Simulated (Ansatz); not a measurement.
A relaxation, step by step

SiH7ClO2, closed shell, PBE0-D4/def2-TZVP (Ansatz 0.2.0). Settings:

```yaml
hamiltonian: {xc: pbe0, dispersion: d4}
relax: {f_tol: 0.005, max_steps: 200}
```

Start, a step off a saddle point along its unstable mode:

```
atom    x (Å)    y (Å)    z (Å)
 Si1  -0.5427   0.2786  -1.3942
 Cl2   1.6517  -1.3762  -0.3443
  H3  -1.6613   1.1510  -1.9046
  H4  -0.9120  -1.1450  -1.6858
  H5   0.7135   0.7686  -2.0250
  H6   0.2092   0.1925   1.3709
  O7  -0.6160   0.6224   0.2463
  H8   1.2936  -0.7789   1.0490
  O9   0.7917  -0.1888   1.8614
 H10  -1.3090   1.2785   0.3867
 H11   0.3813  -0.8027   2.4396
```

| step | energy less the last (meV) | largest force component (eV/Å) |
| --- | --- | --- |
| 1 | 1265.6 | 7.615 |
| 2 | 354.3 | 1.360 |
| 3 | 282.7 | 0.791 |
| 4 | 265.0 | 1.026 |
| 5 | 135.9 | 0.720 |
| 6 (rejected trial) | 203.3 | 1.600 |
| 7 | 44.5 | 0.216 |
| 8 | 25.5 | 0.263 |
| 9 | 17.0 | 0.149 |
| 10 | 12.2 | 0.189 |
| 11 (rejected trial) | 12.7 | 0.359 |
| 12 | 10.1 | 0.043 |
| 13 | 6.5 | 0.027 |
| 14 | 4.3 | 0.284 |
| 15 | 2.7 | 0.100 |
| 16 | 1.6 | 0.120 |
| 17 | 0.9 | 0.111 |
| 18 | 0.5 | 0.084 |
| 19 (rejected trial) | 0.6 | 0.055 |
| 20 | 0.1 | 0.016 |
| 21 | 0.1 | 0.016 |
| 22 | 0.0 | 0.012 |
| 23 | 0.0 | 0.006 |
| 24 | 0.0 | 0.002 |

Step 4, positions (Å) and forces (eV/Å):

| atom | x | y | z | Fx | Fy | Fz |
| --- | --- | --- | --- | --- | --- | --- |
| Si1 | -0.603 | 0.311 | -1.413 | -0.934 | 0.884 | 0.329 |
| Cl2 | 1.906 | -1.535 | -0.346 | -0.232 | 0.338 | 1.026 |
| H3 | -1.701 | 1.088 | -2.079 | 0.188 | -0.192 | -0.227 |
| H4 | -0.864 | -1.136 | -1.541 | 0.059 | 0.058 | 0.063 |
| H5 | 0.707 | 0.765 | -1.912 | 0.020 | -0.051 | 0.002 |
| H6 | 0.157 | 0.180 | 1.335 | -0.247 | 0.262 | 0.182 |
| O7 | -0.852 | 0.817 | 0.196 | 0.525 | -0.600 | -0.011 |
| H8 | 1.469 | -0.934 | 0.926 | 0.369 | -0.277 | -0.872 |
| O9 | 0.830 | -0.217 | 1.944 | 0.296 | -0.239 | -0.241 |
| H10 | -1.431 | 1.547 | 0.425 | 0.092 | -0.127 | -0.396 |
| H11 | 0.382 | -0.885 | 2.466 | -0.138 | -0.056 | 0.145 |

Step 7, positions (Å) and forces (eV/Å):

| atom | x | y | z | Fx | Fy | Fz |
| --- | --- | --- | --- | --- | --- | --- |
| Si1 | -0.709 | 0.379 | -1.453 | -0.036 | 0.062 | 0.216 |
| Cl2 | 2.114 | -1.624 | -0.202 | 0.008 | -0.013 | -0.006 |
| H3 | -1.769 | 1.130 | -2.172 | -0.028 | 0.016 | -0.069 |
| H4 | -0.922 | -1.078 | -1.578 | 0.008 | 0.034 | -0.001 |
| H5 | 0.627 | 0.783 | -1.944 | -0.036 | 0.004 | -0.010 |
| H6 | 0.142 | 0.198 | 1.421 | 0.107 | -0.133 | 0.135 |
| O7 | -0.877 | 0.775 | 0.176 | -0.040 | 0.011 | -0.107 |
| H8 | 1.577 | -1.000 | 0.873 | 0.129 | -0.082 | -0.100 |
| O9 | 0.825 | -0.248 | 1.974 | -0.175 | 0.090 | 0.087 |
| H10 | -1.370 | 1.573 | 0.382 | 0.056 | -0.057 | -0.112 |
| H11 | 0.363 | -0.889 | 2.523 | 0.007 | 0.067 | -0.033 |

Step 21, positions (Å) and forces (eV/Å):

| atom | x | y | z | Fx | Fy | Fz |
| --- | --- | --- | --- | --- | --- | --- |
| Si1 | -0.809 | 0.387 | -1.436 | 0.001 | -0.001 | -0.004 |
| Cl2 | 2.450 | -1.346 | -0.147 | -0.007 | 0.001 | 0.009 |
| H3 | -2.020 | 0.890 | -2.137 | -0.001 | 0.002 | -0.001 |
| H4 | -0.866 | -1.082 | -1.293 | 0.000 | -0.002 | -0.001 |
| H5 | 0.397 | 0.822 | -2.180 | -0.001 | 0.000 | -0.001 |
| H6 | 0.010 | 0.059 | 1.468 | 0.003 | -0.001 | 0.000 |
| O7 | -0.793 | 0.973 | 0.128 | 0.002 | 0.016 | 0.012 |
| H8 | 1.703 | -1.009 | 0.896 | 0.009 | 0.003 | -0.011 |
| O9 | 0.607 | -0.461 | 2.037 | -0.008 | -0.007 | 0.003 |
| H10 | -0.753 | 1.926 | 0.236 | -0.002 | -0.014 | -0.006 |
| H11 | 0.075 | -1.159 | 2.427 | 0.002 | 0.003 | 0.000 |

Last step (24):

```
atom    x (Å)    y (Å)    z (Å)
 Si1  -0.8096   0.3849  -1.4347
 Cl2   2.4533  -1.3260  -0.1466
  H3  -2.0230   0.8904  -2.1301
  H4  -0.8717  -1.0834  -1.2861
  H5   0.3926   0.8115  -2.1889
  H6   0.0074   0.0565   1.4727
  O7  -0.7819   0.9773   0.1265
  H8   1.7052  -1.0001   0.8977
  O9   0.6000  -0.4696   2.0410
 H10  -0.7369   1.9298   0.2294
 H11   0.0646  -1.1712   2.4191
```

The run took about 57 s on 4 CPU threads of an Arm Neoverse V2 (shared host).
